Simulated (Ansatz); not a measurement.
Consider the formal hydrolysis of a Ge–C bond: `O[CH2][GeH2][SiH3]` + H₂O → `[OH][GeH2][SiH3]` + CH₃OH.

Computed with Ansatz on PBE0-D4/def2-TZVP structures; ΔE is electronic, products minus reactants. CCSD(T)/CBS is the MP2 limit (def2-TZVPP, def2-QZVPP) plus CCSD(T) − MP2 in def2-TZVPP, frozen cores. This one scheme is used for every species. DFT in def2-TZVPP. B3LYP here is the variant with VWN-RPA as its local correlation; programs differ in this. For Ge outer-core shells are correlated without core-valence functions, which leaves a few kJ/mol of doubt a bond. Scalar relativity is left out up to krypton. One conformer a species, not always the lowest.

```
             level  ΔE (kJ/mol)  difference from CCSD(T)/CBS
         r2SCAN-D4        -45.0                         -7.9
          B3LYP-D4        -46.1                         -9.0
           ωB97X-V        -45.9                         -8.8
           ωB97M-V        -42.4                         -5.3
            B2PLYP        -49.2                        -12.1
               PBE        -42.0                         -4.9
            r2SCAN        -46.1                         -9.0
              PBE0        -41.7                         -4.6
     HF/def2-TZVPP        -63.6                        -26.5
    MP2/def2-TZVPP        -40.1                         -3.0
SCS-MP2/def2-TZVPP        -47.0                         -9.9
CCSD(T)/def2-TZVPP        -40.9                         -3.8
    MP2/def2-QZVPP        -38.2                         -1.1
      HF/CBS(def2)        -64.7                        -27.6
     MP2/CBS(def2)        -36.2                          0.9
    CCSD/CBS(def2)        -38.9                         -1.8
       CCSD(T)/CBS        -37.1                            0
```

Largest T1 diagnostic among the species: 0.012.

The D4 term adds +5.5 kJ/mol with B3LYP and +3.2 kJ/mol with PBE0; it sums over pairs of atoms, weighted by their polarisabilities, and B3LYP, whose exchange is more repulsive, gets the larger term. In def2-TZVPP, CCSD(T) changes the Hartree–Fock value by +22.6 kJ/mol (the triples alone add +1.8 kJ/mol) and MP2 by +23.5 kJ/mol.
